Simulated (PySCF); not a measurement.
C₈H₈.
Cartesian coordinates in Å at the PBE0-D3(BJ)/def2-SVP level; atoms count from 1:
```xyz
16
C8H8 angstrom
C     -2.8015   -0.7645   -0.3570
C     -1.9370    0.2496   -0.2338
C     -0.4768    0.1628   -0.1072
C      0.2202   -1.0575   -0.1092
C      1.6038   -1.0889    0.0146
C      2.3285    0.0981    0.1442
C      1.6535    1.3165    0.1477
C      0.2665    1.3457    0.0231
H     -3.8737   -0.5757   -0.4438
H     -2.4838   -1.8107   -0.3761
H     -2.3364    1.2704   -0.2219
H     -0.3292   -1.9961   -0.2092
H      2.1256   -2.0490    0.0107
H      3.4163    0.0701    0.2415
H      2.2095    2.2518    0.2478
H     -0.2591    2.3047    0.0263
```

Theory: delta-SCF UKS SCAN, pcX-2 on the ionised atom, pcseg-1 elsewhere, spin-free X2C (PySCF 2.14.0). The ground state was rerun for each ionised atom, in the same mixed basis as its hole state.

```
ionised atom  basis functions  E(ground) (Eh)  E(ionised) (Eh)
          C2              183      -309.57369       -298.89864
          C3              183      -309.57493       -298.90148
          C4              183      -309.57419       -298.91549
          C5              183      -309.57415       -298.90981
          C6              183      -309.57420       -298.91632
```

Task: Turn these total energies into binding energies.

Result: E(ionised) − E(ground), at 27.2114 eV a hartree:

```tsv
atom	environment	difference (Eh)	binding energy (eV)
C2	alkene CH carbon	10.67505	290.48
C3	substituted aromatic carbon	10.67345	290.44
C4	aromatic CH carbon	10.65870	290.04
C5	aromatic CH carbon	10.66434	290.19
C6	aromatic CH carbon	10.65788	290.02
```

Only 1s holes are shown. Topologically equivalent atoms share the value of their first member; where this conformer doesn't relate them by symmetry, their own values could differ. The unrestricted hole states depart most from a pure doublet (⟨S²⟩ = 0.75; over 0.85 named) for C 1s of C2 (0.97), C 1s of C3 (0.90), C 1s of C4/C8 (0.86), C 1s of C5/C7 (0.89) and C 1s of C6 (0.85), which makes these values less certain. Isolated species at its PBE0-D3(BJ)/def2-SVP geometry (one conformer only).

Hardware: x86-64 server, one thread (shared host). Cost: 78 s of wall time.
